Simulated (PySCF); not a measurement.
A made-up structure of BH₃TeO, singlet:

B1  (-0.462, -1.201, 0.526)
Te2  (-0.908, 0.502, -0.577)
O3  (1.241, -0.685, 1.367)
H4  (-2.363, 0.459, -1.436)
H5  (0.154, 1.816, -0.595)
H6  (1.939, -0.748, 0.709)
(Å)

It is relaxed with PBE-D4/def2-SVP and then PBE0-D4/def2-TZVP (PySCF 2.14 with density fitting (its default auxiliary sets; JK sets also for MP2 and CCSD(T))). Atoms count as bonded within 1.22 times the sum of their covalent radii (H–H: 0.88 Å). The end point is not checked to be a true minimum.

Problem. Does its bonding change? (Judge from chemistry; the calculation decides.)

Solution. By the calculation: Yes. Formed: B1–O3; broken: B1–Te2.

Where it ends: The first stage lowers the energy by 4.08 eV in 54 steps. It ends as a complex of BHO ([B][OH]) + H₂Te:
B1  (0.292, -0.716, 1.379)
Te2  (-1.292, 0.240, -1.004)
O3  (1.556, -0.994, 1.314)
H4  (-1.618, 1.204, -2.339)
H5  (-1.341, 1.571, -0.029)
H6  (2.082, -0.801, 0.530)
(Å)

Labels in which every atom is bracketed show which atoms are joined, not bond orders.

For scale, one of the runs: PBE0-D4/def2-TZVP relaxation, 130 basis functions, launched by `OMP_NUM_THREADS=2 python run.py`. Hardware: 2 CPU threads of an Intel Xeon Platinum 8375C, shared host. Wall time 110 s; peak host memory 1.3 GiB.
